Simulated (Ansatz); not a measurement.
Species: H$_{4}$BSiO$_{2}$, charge 0, multiplicity 2. SMILES: OB(O)[SiH2]
Structure (B3LYP-D3(BJ)/def2-TZVP (Ansatz, a quantum-chemistry and plane-wave program) minimum search):
```
B
O 1 1.3613
H 2 0.9666 1 112.77
O 1 1.3713 2 118.21 3 -0.59
H 4 0.9609 1 115.14 2 179.01
Si 1 2.0101 2 118.17 3 -177.74
H 6 1.4805 1 118.06 2 -28.12
H 6 1.4861 7 110.77 1 136.28
```
Charge 0, spin multiplicity 2.

Property: atomisation energy, in kcal/mol. Set-up: dispersion terms only where a functional's name holds one; spin-orbit terms left out; 6-311+G** with 5d, 6d on Na to Ar in Ansatz; six Cartesian d functions in 6-31G* and its kin unless marked 5d; valence correlation only; atomisation electronic, to ground-state atoms; non-relativistic; UHF or UKS for open shells; LANL2DZ with its own core potentials from Na on. CBS(X,Y): correlation extrapolated as X^-3; Hartree-Fock from the larger set (for Q and 5 zeta extrapolated as (X+1)exp(-9√X)). First-principles rows: single points at B3LYP-D3(BJ) geometries (Ansatz).

Coupled cluster (Ansatz) is a level with limits of its own, used here on species with T1 under 0.025 (0.045 for open shells) and stable references: CCSD(T)/CBS(cc-pV(Q+d)Z,cc-pV(5+d)Z).

Value to compare with, CCSD(T)/CBS(cc-pV(Q+d)Z,cc-pV(5+d)Z) (Ansatz): 698.1 kcal/mol.

```
level                           program  atomisation energy (kcal/mol)  difference
-----------------------  --------------  -----------------------------  ----------
HF/LANL2DZ                       Ansatz                          447.3      -250.8
PBE/STO-3G                       Ansatz                          833.7       135.6
PBE/LANL2DZ                      Ansatz                          673.1       -25.0
BLYP/6-31G*                      Ansatz                          685.2       -12.9
B3LYP/6-31G*                     Ansatz                          684.0       -14.1
B3LYP/def2-SVP                   Ansatz                          697.1        -1.0
MP2/LANL2DZ                      Ansatz                          574.9      -123.2
MP2/6-31G*                       Ansatz                          642.2       -55.9
MP2/6-311+G**                    Ansatz                          671.1       -27.0
B3LYP-D3(BJ)/def2-TZVPD  Ansatz + dftd3                          698.1         0.0
PBE0/def2-TZVPD                  Ansatz                          693.3        -4.8
```

Among the 9 habitual levels, HF/LANL2DZ lies farthest from CCSD(T)/CBS(cc-pV(Q+d)Z,cc-pV(5+d)Z) (Ansatz) (-250.8 kcal/mol) and B3LYP/def2-SVP nearest (-1.0); 1 of 9 lie above it, and their mean absolute difference is 71.7 kcal/mol, the median 27.0. One case shows no general order.

The levels are drawn from those run, B3LYP/6-31G* more often than the rest, none by its result; left out are runs that failed, that the program found above a lower state of the same kind, or whose <S^2> lies over 0.5 above the pure value.
